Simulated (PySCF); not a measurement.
Computed NMR parameters against published values

Geometry:
```
atom   x (Å)   y (Å)   z (Å)
  N1   2.311  -0.194   0.041
  C2   0.950  -0.033   0.063
  C3   0.072  -1.126  -0.039
  C4  -1.306  -0.957   0.030
  C5  -1.860   0.311   0.202
  C6  -1.013   1.411   0.302
  C7   0.365   1.239   0.232
 Cl8   1.413   2.626   0.346
  H9   2.670  -1.041  -0.375
 H10   2.860   0.639  -0.125
 H11   0.495  -2.126  -0.169
 H12  -1.955  -1.833  -0.053
 H13  -2.942   0.446   0.257
 H14  -1.409   2.420   0.433
```

What is known from experiment: δ ¹³C C7 117.0 ppm (measured; solution, DMSO-d6; Viesser, Ducati, Tormena, Autschbach, PCCP 2018 (ESI)).
δ ¹³C C7 119.5 ppm (measured; solution, CDCl3; Viesser, Ducati, Tormena, Autschbach, PCCP 2018 (ESI)).

Computational details: PBE0-D3(BJ)/def2-SVP geometry, CAM-B3LYP/pcSseg-1 with gauge-including orbitals, in PySCF 2.14 (no solvent, non-relativistic, one conformer, rapidly exchanging positions averaged).

Question: What does the calculation give, and how does it compare?

Answer: 
Reference values: measured (solution, DMSO-d6; Viesser, Ducati, Tormena, Autschbach, PCCP 2018 (ESI)).
```json
{"atoms": "C7", "quantity": "δ ¹³C", "reference": "117.0", "computed": "128.9"}
```

Reference values: measured (solution, CDCl3; Viesser, Ducati, Tormena, Autschbach, PCCP 2018 (ESI)).
| atoms | quantity | reference | computed |
| --- | --- | --- | --- |
| C7 | δ ¹³C | 119.5 | 128.9 |

Computed shifts are σ(ref) − σ with the named reference compound (TMS for H and C) calculated as an isolated molecule at the same level.

Question: How far are the unscaled ¹³C shifts from the references?

Answer: Mean signed difference +10.65 ppm, mean absolute 10.65 ppm over 2 comparisons; the largest is +11.9 ppm at C7 (aromatic carbon bearing chlorine).

Carbons that carry Cl, above all several Cl atoms, come out too deshielded, partly because spin–orbit coupling is missing.
